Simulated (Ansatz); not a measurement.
Total energies of Be5O5H18 from Ansatz at B3LYP-D4/def2-TZVP, gas phase (1 Eh = 27.2114 eV = 2625.5 kJ/mol). The reference geometry is relaxed at PBE-D4/def2-SVP.

```
atom    x (Å)    y (Å)    z (Å)
 Be1  -2.3660   0.1187   0.7010
 Be2  -1.0085  -2.4561   0.7425
 Be3   0.3260  -0.5960  -0.4410
 Be4   3.0956   2.3127  -1.4351
 Be5  -0.1850   1.1797   0.7247
  O6  -1.0681   0.3573  -0.5303
  O7  -1.3055   0.8846   1.7920
  O8  -2.2619  -1.5148   0.8947
  O9   0.3787   2.6762   0.4286
 O10   2.9372   0.7295  -1.6655
 H11  -3.5934   0.6973   0.4273
 H12  -1.4084  -3.6472  -1.4752
 H13  -0.9519  -3.7939   1.0239
 H14   0.0136  -2.2744   2.7727
 H15   1.0896  -0.6190  -1.6327
 H16   0.1511  -1.9206   0.0607
 H17   1.8330   2.9361  -1.2963
 H18   4.3411   2.8654  -1.4254
 H19   0.9538   0.2347   0.6403
 H20  -1.3579   0.7179  -1.3859
 H21  -1.5713   1.3376   2.6034
 H22  -0.0076  -1.5028   2.7430
 H23  -3.0874  -1.9575   1.1550
 H24  -1.6144  -3.2788  -2.1207
 H25   1.1167   2.7928  -0.3539
 H26  -0.2288   3.4389   0.4018
 H27   2.0521   0.1146  -1.5925
 H28   3.7277   0.1672  -1.7571
```

```json
{"state": "charge 0 singlet", "geometry": "reference", "energy (Eh)": "-461.23133"}
{"state": "charge 1 doublet", "geometry": "reference", "energy (Eh)": "-460.90511"}
{"state": "free Be atom (singlet)", "geometry": "–", "energy (Eh)": "-14.67202"}
{"state": "free O atom (triplet)", "geometry": "–", "energy (Eh)": "-75.09627"}
{"state": "free H atom (doublet)", "geometry": "–", "energy (Eh)": "-0.50215"}
```

B3LYP takes the VWN-RPA correlation.

**Question.** Work out the vertical ionisation energy to the doublet.

**Answer.** E(charge 1 doublet) − E(charge 0 singlet) = -460.90511 − (-461.23133) = 0.32622 Eh = 8.88 eV. For comparison, −ε of the highest occupied level is 6.92 eV at this level, 1.96 eV less.

**Question.** What is the binding energy per atom against free atoms?

**Answer.** Atoms: 5 × (-14.67202) + 5 × (-75.09627) + 18 × (-0.50215) = -457.88015 Eh. Binding: -457.88015 − (-461.23133) = 3.35118 Eh = 91.19 eV, or 3.26 eV for each of 28 atoms (no zero-point energy, no counterpoise term).
